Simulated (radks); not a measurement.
Values are calculated unless marked as measured or tabulated.
Kinetic energies: the exact non-interacting value of the Kohn-Sham orbitals and orbital-free approximations, in hartree. Species: Ca [Ar] 4s2; Gd3+ [Xe] 4f7. Code: a radial shooting solver on a logarithmic mesh with Libxc functionals. Model: non-relativistic Kohn-Sham, PBE, spin-polarised, spherical densities, point nucleus. Every spin shell is full or empty, so the densities are truly spherical. Functionals are evaluated on that one density, not self-consistently.

| functional | Ca | Gd3+ |
|---|---|---|
| exact | 676.672 | 10819.0 |
| Thomas-Fermi | 629.68 | 10279 |
| von Weizsacker | 383.41 | 4143.9 |
| TF + vW/9 | 672.28 | 10740 |
| LC94 | 677.24 | 10818 |
| APBEK | 678.04 | 10822 |
| revAPBEK | 680.16 | 10839 |
| Thakkar | 675.28 | 10740 |
| Pearson | 667.15 | 10719 |
| LKT | 865.63 | 12699 |
| PG1 | 828.40 | 12289 |
| DePristo-Kress | 676.74 | 10797 |
| Ernzerhof | 675.80 | 10766 |
